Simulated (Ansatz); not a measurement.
A nudged elastic band was laid between two geometries of BrH + FH3O2Si (9 atoms, charge 0, multiplicity 1).

Computed with Ansatz, RKS PBE/def2-SVP.

| Item | Value |
| --- | --- |
| movable images | 5 |
| climbing image | yes |
| spring | 5.0 eV/Å² |
| optimiser | quadratic models (default) |
| start path | through a guess of the saddle point |
| force threshold | 0.05 eV/Å |
| iteration limit | 60 |
| end points | relaxed |

First end point:

```xyz
9
Properties=species:S:1:pos:R:3
Si -0.510 -0.265 0.081
H -1.042 0.196 1.387
O 1.018 0.395 -0.064
H 1.609 -0.023 -0.717
F -1.499 0.293 -1.092
O -0.344 -1.905 -0.111
H -1.130 -2.397 -0.407
Br 2.597 2.239 2.183
H 1.887 1.450 1.181
```

Last end point:

```xyz
9
Properties=species:S:1:pos:R:3
Si -0.018 0.652 -0.617
H 0.906 -1.237 2.569
O 1.478 0.490 -1.289
H 1.787 -0.431 -1.361
F -1.188 0.616 -1.749
O -0.256 -0.613 0.432
H -1.134 -0.681 0.847
Br -0.150 2.637 0.346
H 1.160 -1.450 3.264
```

Problem. Which bonds break or form, and what moves?

Solution. Bonds broken: Si1–H2, Br8–H9. Bonds formed: Si1–Br8, H2–H9. BrH + FH3O2Si becomes BrFH2O2Si + H2.

Problem. What energy profile does the band end with?

Solution. The run converged. The highest image is number 3 of 0 to 6, 149.8 kJ/mol above the first end and 193.3 kJ/mol above the last; the last end lies 43.5 kJ/mol below the first. Neighbouring images differ by up to 1.6 eV, so the band resolves the path poorly. A vibrational analysis at the climbing image gives one clearly imaginary mode, 699i cm⁻¹: a first-order saddle point. The orbitals stay closed-shell, which can raise the energy where a bond breaks towards radicals; this wasn't checked here.

| image | path coordinate (Å) | energy (kJ/mol) | Si1–H2 (Å) | Br8–H9 (Å) | Si1–Br8 (Å) |
| --- | --- | --- | --- | --- | --- |
| 0 | 0.00 | 0.0 | 1.48 | 1.46 | 4.51 |
| 1 | 1.67 | 4.1 | 1.48 | 1.45 | 4.02 |
| 2 | 3.33 | 25.6 | 1.49 | 1.44 | 3.92 |
| 3 | 5.00 | 149.8 | 1.70 | 1.80 | 2.59 |
| 4 | 6.71 | -7.0 | 2.86 | 2.55 | 2.23 |
| 5 | 8.41 | -43.1 | 3.55 | 4.08 | 2.21 |
| 6 | 10.11 | -43.5 | 3.82 | 5.19 | 2.21 |

Problem. What is the geometry of the highest image?

Solution. 
```xyz
9
Properties=species:S:1:pos:R:3
Si 0.221 0.109 0.074
H -0.016 -0.160 1.734
O 1.711 0.052 -0.644
H 1.807 -0.820 -1.080
F -1.049 0.942 -0.513
O -0.253 -1.493 -0.138
H -1.203 -1.674 -0.025
Br 1.026 2.292 1.221
H 0.343 0.735 1.812
```

The run took 90 s on 4 threads of Intel(R) Xeon(R) Platinum 8259CL CPU @ 2.50GHz (Skylake/Cascade Lake), with other jobs on the host, peak memory 0.18 GiB.
